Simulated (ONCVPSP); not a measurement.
**Reading a pseudo-wave (Be (Z = 4))**

Columns: radius, all-electron u(r) and pseudo u(r) of the 1s shell (level -104.93 eV) of beryllium in the configuration 1s2 2s2; LDA (Perdew-Zunger), scalar-relativistic, ONCV scheme, ONCVPSP 4.0.1.

```json
{"r (bohr)": "0.042", "all-electron": "0.5148", "pseudo": "0.3515"}
{"r (bohr)": "0.085", "all-electron": "0.8793", "pseudo": "0.6850"}
{"r (bohr)": "0.128", "all-electron": "1.1198", "pseudo": "0.9696"}
{"r (bohr)": "0.170", "all-electron": "1.2654", "pseudo": "1.1853"}
{"r (bohr)": "0.212", "all-electron": "1.3451", "pseudo": "1.3333"}
{"r (bohr)": "0.255", "all-electron": "1.3765", "pseudo": "1.4162"}
{"r (bohr)": "0.298", "all-electron": "1.3712", "pseudo": "1.4389"}
{"r (bohr)": "0.340", "all-electron": "1.3409", "pseudo": "1.4156"}
{"r (bohr)": "0.382", "all-electron": "1.2931", "pseudo": "1.3606"}
{"r (bohr)": "0.425", "all-electron": "1.2321", "pseudo": "1.2846"}
{"r (bohr)": "0.467", "all-electron": "1.1652", "pseudo": "1.2016"}
{"r (bohr)": "0.510", "all-electron": "1.0925", "pseudo": "1.1147"}
{"r (bohr)": "0.552", "all-electron": "1.0200", "pseudo": "1.0320"}
{"r (bohr)": "0.595", "all-electron": "0.9460", "pseudo": "0.9514"}
{"r (bohr)": "0.638", "all-electron": "0.8736", "pseudo": "0.8756"}
{"r (bohr)": "0.680", "all-electron": "0.8054", "pseudo": "0.8059"}
{"r (bohr)": "0.722", "all-electron": "0.7403", "pseudo": "0.7403"}
{"r (bohr)": "0.765", "all-electron": "0.6773", "pseudo": "0.6772"}
{"r (bohr)": "0.807", "all-electron": "0.6194", "pseudo": "0.6194"}
{"r (bohr)": "0.850", "all-electron": "0.5641", "pseudo": "0.5641"}
{"r (bohr)": "0.892", "all-electron": "0.5140", "pseudo": "0.5139"}
{"r (bohr)": "0.935", "all-electron": "0.4665", "pseudo": "0.4665"}
{"r (bohr)": "0.977", "all-electron": "0.4238", "pseudo": "0.4237"}
{"r (bohr)": "1.020", "all-electron": "0.3836", "pseudo": "0.3835"}
{"r (bohr)": "1.062", "all-electron": "0.3476", "pseudo": "0.3476"}
{"r (bohr)": "1.105", "all-electron": "0.3140", "pseudo": "0.3139"}
```

Question: How many radial nodes do the two functions have?

Answer: The all-electron 1s function has n − l − 1 = 0; the pseudo-wave has 0.

Question: At about which radius was the pseudo-wave matched?

Answer: 0.80 bohr. The columns agree to 0.0005 from 0.68 bohr on; several derivatives are matched, so the curves merge somewhat inside the radius.

Question: Is the pseudo-wave norm-conserving?

Answer: Yes: the ONCV scheme keeps the norm inside the radius equal to the all-electron one, which fixes the energy derivative of the logarithmic derivative at the level.
